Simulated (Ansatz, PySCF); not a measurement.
This Ansatz (a program for electronic structure) input computes a PBE/def2-TZVPD energy:

Ansatz 0.2 input:
```yaml
crystal:
  periodic: [false, false, false]
  atoms:
    - {symbol: Si, position_ang: [0.00307906, -0.00460760, -0.02827626]}
    - {symbol: F, position_ang: [0.17613696, -0.26357694, -1.61753777]}
    - {symbol: C, position_ang: [-1.61486523, -0.77641827, 0.48545481]}
    - {symbol: C, position_ang: [1.45038579, -0.81339207, 0.82526106]}
    - {symbol: C, position_ang: [-0.00375957, 1.84156853, 0.23429178]}
    - {symbol: H, position_ang: [-2.45307262, -0.32931486, -0.05299835]}
    - {symbol: H, position_ang: [-1.62022432, -1.84991898, 0.28547384]}
    - {symbol: H, position_ang: [-1.78992290, -0.63426202, 1.55484804]}
    - {symbol: H, position_ang: [1.47382790, -1.88724019, 0.62847291]}
    - {symbol: H, position_ang: [1.39034207, -0.67262315, 1.90740446]}
    - {symbol: H, position_ang: [2.39657376, -0.38781248, 0.48462161]}
    - {symbol: H, position_ang: [-0.11836554, 2.08195654, 1.29426091]}
    - {symbol: H, position_ang: [-0.82682896, 2.31327062, -0.30652131]}
    - {symbol: H, position_ang: [0.92876520, 2.29209422, -0.11190043]}
basis:
  gaussian:
    orbitals: def2-TZVPD
hamiltonian:
  xc: {name: PBE}
output: {forces: true}
```

**Question.** Write an input for the same energy in PySCF and say what it gives.

**Answer.** 
```python
from pyscf import gto, scf, dft

mol = gto.M(
    atom='''
    Si    0.00307906   -0.00460760   -0.02827626
    F     0.17613696   -0.26357694   -1.61753777
    C    -1.61486523   -0.77641827    0.48545481
    C     1.45038579   -0.81339207    0.82526106
    C    -0.00375957    1.84156853    0.23429178
    H    -2.45307262   -0.32931486   -0.05299835
    H    -1.62022432   -1.84991898    0.28547384
    H    -1.78992290   -0.63426202    1.55484804
    H     1.47382790   -1.88724019    0.62847291
    H     1.39034207   -0.67262315    1.90740446
    H     2.39657376   -0.38781248    0.48462161
    H    -0.11836554    2.08195654    1.29426091
    H    -0.82682896    2.31327062   -0.30652131
    H     0.92876520    2.29209422   -0.11190043
    ''',
    basis='def2-tzvpd',
    charge=0,
    spin=0,
    verbose=4,
)

mf = dft.RKS(mol, xc='pbe').density_fit(auxbasis='def2-universal-jkfit')
mf.grids.level = 3
mf.conv_tol = 1e-9
mf.max_cycle = 100
mf.max_memory = 1500
mf.kernel()
if not mf.converged:
    mf = mf.newton()
    mf.kernel(mf.make_rdm1())
mf.analyze()
```
It gives -508.85615 Eh, and Ansatz -508.85599 Eh, a difference of 0.16 mEh, from the treatment of integrals and grids.
